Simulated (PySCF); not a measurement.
**Spin states of SiTe**

Unrestricted PBE0; basis Si cc-pV(D+d)Z, Te cc-pVDZ-PP with ECP28; scalar-relativistic core potentials; PySCF 2.14. Outer shells of the fragments: Si 3s2 3p2; Te 4d10 5s2 5p4.

Followed along the bond (rough minima from three points):

```csv
2Ms+1,unpaired,⟨S²⟩ at the start,R at minimum (Å),Te (eV)
1,none,0.00,2.28,0.00
3,π ↑↑,2.01,2.53,2.02
5,"σ ↑, π ↑↑↑",6.00,none in the scan,≤ 4.04
```

Solutions found at the starting distance of 2.435 Å, counted from the lowest of them; the search is not exhaustive and high or unbound solutions are not listed, so other states can lie among these:

| 2Ms+1 | unpaired | term | E (eV) | ⟨S²⟩ | ⟨Lz²⟩ | μ (D) |
| --- | --- | --- | --- | --- | --- | --- |
| 1 | none | ¹Σ⁺ | 0.00 | 0.00 | 0.00 | -1.29 |
| 3 | π ↑↑ | mixed | 1.85 | 2.01 | 2.01 | 0.58 |
| 3 | π ↑↑ | mixed | 2.21 | 2.01 | 2.01 | 0.24 |
| 1 | π ↑↓ | mixed | 2.27 | 1.01 | 2.01 | 0.13 |
| 3 | σ ↑, π ↑ | ³Π | 2.39 | 2.02 | 1.01 | -1.15 |
| 1 | σ ↓, π ↑ | mixed | 2.69 | 1.02 | 1.01 | -0.90 |
| 5 | σ ↑, π ↑↑↑ | ⁵Π | 3.95 | 6.00 | 1.00 | 1.04 |
| 5 | π ↑↑↑↑ | ⁵Σ⁺ | 4.49 | 6.02 | 0.00 | 4.54 |
| 3 | σ ↑, π ↑↑↓ | mixed | 4.67 | 3.02 | 3.03 | 1.52 |
| 1 | σ ↓, π ↑↑↓ | mixed | 4.83 | 2.02 | 3.02 | 1.47 |

A term symbol is given only where ⟨S²⟩ and ⟨Lz²⟩ are close to those of a pure state; real π, δ and φ orbitals otherwise mix terms. A positive dipole means Si(−)Te(+).

**Question.** Compare the gap between the two lowest followed solutions at the starting distance with the gap between their minima.

**Answer.** At PBE0 the second solution (triplet, unpaired electrons π ↑↑) lies +1.85 eV from the first (singlet, closed shell) at 2.435 Å and +2.02 eV at the minima; the two curves relax by different amounts, since their minima lie near 2.53 and 2.28 Å.

Spin–orbit coupling is left out. Counting both spins, an empty level lies below a filled one in some of these solutions, because spin and occupation are held.
